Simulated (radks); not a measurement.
Effect of the nuclear size on the niobium ion Nb+, [Kr] 4d4. Method: Dirac Kohn-Sham, LDA (Slater exchange, Perdew-Wang correlation), spin-unpolarised, spherical densities, finite nucleus; open shells are shared between the two j in proportion to 2j + 1; Fermi nuclear charge, rms radius 4.324 fm; computed with a radial shooting solver on a logarithmic mesh with Libxc functionals. The rms radius is varied about that value; shifts are against it.

| rms radius (fm) | total energy shift (eV) | density at nucleus (e/bohr^3) | 1s1/2 shift (meV) | 2s1/2 shift (meV) | 4s1/2 shift (meV) | 5s1/2 (empty) shift (meV) |
|---|---|---|---|---|---|---|
| 3.6451 | -0.366 | 8.358e+04 | -155 | -16.4 | -0.469 | -0.055 |
| 3.9089 | -0.230 | 8.298e+04 | -97.6 | -10.4 | -0.295 | -0.035 |
| 4.324 | 0 | 8.212e+04 | 0.000 | 0.000 | 0.000 | 0.000 |
| 4.6872 | 0.219 | 8.144e+04 | 92.6 | 9.82 | 0.280 | 0.033 |
| 5.0461 | 0.450 | 8.082e+04 | 191 | 20.2 | 0.577 | 0.068 |

Slopes of the eigenvalues against <r^2> in GHz/fm^2, as finite differences over the two radii next to the reference (eigenvalue slopes, not the field-shift constants of lines): 1s1/2 6870, 2s1/2 729, 4s1/2 20.8, 5s1/2 (empty) 2.44.
